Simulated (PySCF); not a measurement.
FH3OSe2Si. Atoms are numbered in the order given.

```xyz
8

O     -0.6554    -0.7430     1.9152
Si    -0.5447    -0.2968     0.3322
F     -1.9548    -0.6371    -0.3983
Se     1.1884    -1.4126    -0.5349
Se    -0.3087     1.9069    -0.0491
H     -1.3874    -0.3702     2.4210
H      0.9780    -2.5510     0.3667
H      0.9614     1.9453     0.6834
```
Charge 0, spin multiplicity 1.

Geometry: ωB97X-D3(BJ)/def2-SVP. One conformer was computed; it need not be the lowest.

Method: PBE0/pcSseg-1 run with PySCF.

GIAO shieldings, no solvent; atoms listed in one row are averaged. δ = σ(ref) − σ: ¹⁷O against H2O (σ = 334.2 ppm); ²⁹Si against TMS (σ = 352.7 ppm); ¹⁹F against CFCl3 (σ = 167.2 ppm); ⁷⁷Se against Me2Se (σ = 1740.1 ppm); ¹H against TMS (σ = 31.56 ppm), references at their B3LYP-D3(BJ)/def2-TZVP geometries, non-relativistic.

| nucleus | atoms | count | δ (ppm) |
|---|---|---|---|
| ¹⁷O | O1 | 1 | 102.0 |
| ²⁹Si | Si2 | 1 | 22.0 |
| ¹⁹F | F3 | 1 | -110.3 |
| ⁷⁷Se | Se5 | 1 | -288.5 |
| ⁷⁷Se | Se4 | 1 | -326.3 |
| ¹H | H6 | 1 | 2.95 |
| ¹H | H7 | 1 | 2.08 |
| ¹H | H8 | 1 | 1.37 |
